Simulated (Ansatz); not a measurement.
`CS[SiH2]I` + `CC` → `CC[SiH2]I` + CH₃SH  (formal exchange of groups at the Si–S bond)

Program: Ansatz. Geometries: PBE0-D4/def2-TZVP. ΔE: electronic, gas phase. CBS: MP2 limit from def2 TZ/QZ plus the TZ coupled-cluster correction, frozen cores. This one scheme is used for every species. Functionals use def2-TZVPP. B3LYP here is the variant with VWN-RPA as its local correlation; programs differ in this. def2 core potentials past Kr. For I outer-core shells are correlated without core-valence functions, which leaves a few kJ/mol of doubt a bond. Each species was taken in one conformer, which may not be the lowest.

Problem. Is it downhill or uphill in electronic energy at CCSD(T)/CBS, and by how much? (An estimate is asked.)

Solution. The calculation gave: Uphill: ΔE = +66.6 kJ/mol.

Problem. What do these levels give: PBE-D4, ωB97X-V, ωB97M-V, r2SCAN, B3LYP, MP2/def2-TZVPP, SCS-MP2/def2-TZVPP, HF/def2-QZVPP, MP2/def2-QZVPP, HF/CBS(def2), MP2/CBS(def2), CCSD/CBS(def2)? (Best estimate.)

Solution. Ansatz gave: PBE-D4 71.0, ωB97X-V 64.1, ωB97M-V 64.3, r2SCAN 69.9, B3LYP 65.1, MP2/def2-TZVPP 67.7, SCS-MP2/def2-TZVPP 64.7, HF/def2-QZVPP 61.2, MP2/def2-QZVPP 69.9, HF/CBS(def2) 61.2, MP2/CBS(def2) 71.8, CCSD/CBS(def2) 64.8 kJ/mol.

Largest T1 diagnostic among the species: 0.009.

The D4 term adds +4.2 kJ/mol with B3LYP and +2.2 kJ/mol with PBE0; it sums over pairs of atoms, weighted by their polarisabilities, and B3LYP, whose exchange is more repulsive, gets the larger term.
